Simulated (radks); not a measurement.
Problem. All-electron atom: Xe4+ in [Kr] 4d10 5s2 5p2 (the NIST ground configuration). All-electron calculation, scalar-relativistic Kohn-Sham, r2SCAN, spin-polarised, spherical densities, finite nucleus; open shells are filled with parallel spins first (spin-orbit coupling, left out, can overturn this in heavy ions); meta-GGA in the generalised Kohn-Sham scheme; Fermi nuclear charge, rms radius 4.7859 fm. Program: a radial shooting solver on a logarithmic mesh with Libxc functionals. Some entries of the table are withheld. Estimate them.

| orbital | occ. | eigenvalue (eV) | <r^2> (bohr^2) | r(max) (bohr) |
|---|---|---|---|---|
| 1s up | 1 | -34479.29 | 0.0009642 | 0.01716 |
| 1s down | 1 | -34479.12 | 0.0009642 | 0.01716 |
| 2s up | 1 | -5423.723 | 0.01549 | 0.09691 |
| 2s down | 1 | -5423.699 | 0.01549 | 0.09691 |
| 2p up | 3 | -4868.484 | 0.01229 | 0.07781 |
| 2p down | 3 | -4868.377 | 0.01229 | 0.07782 |
| 3s up | 1 | -1153.931 | 0.1068 | 0.2785 |
| 3s down | 1 | -1153.848 | 0.1068 | 0.2785 |
| 3p up | 3 | -973.4524 | 0.1071 | 0.2726 |
| 3p down | 3 | -973.3378 | 0.1071 | 0.2726 |
| 3d up | 5 | -706.2031 | 0.09324 | 0.2263 |
| 3d down | 5 | -706.0816 | 0.09322 | 0.2263 |
| 4s up | 1 | -249.1672 | 0.5797 | 0.6611 |
| 4s down | 1 | -248.8947 | 0.5802 | 0.6615 |
| 4p up | 3 | -191.6342 | 0.6642 | 0.6929 |
| 4p down | 3 | -191.3874 | 0.6636 | 0.6934 |
| 4d up | 5 | -107.3885 | 0.8852 | (1) |
| 4d down | 5 | -107.0208 | 0.8749 | (2) |
| 5s up | 1 | (3) | 3.310 | 1.575 |
| 5s down | 1 | (4) | 3.259 | 1.562 |
| 5p up | 2 | (5) | 4.177 | 1.762 |
| 5p down | 0 | (6) | 4.090 | 1.754 |

Solution. 
(1) 4d up r(max) (bohr): 0.7466
(2) 4d down r(max) (bohr): 0.7468
(3) 5s up eigenvalue (eV): -63.4922
(4) 5s down eigenvalue (eV): -60.4644
(5) 5p up eigenvalue (eV): -49.1573
(6) 5p down eigenvalue (eV): -45.8665
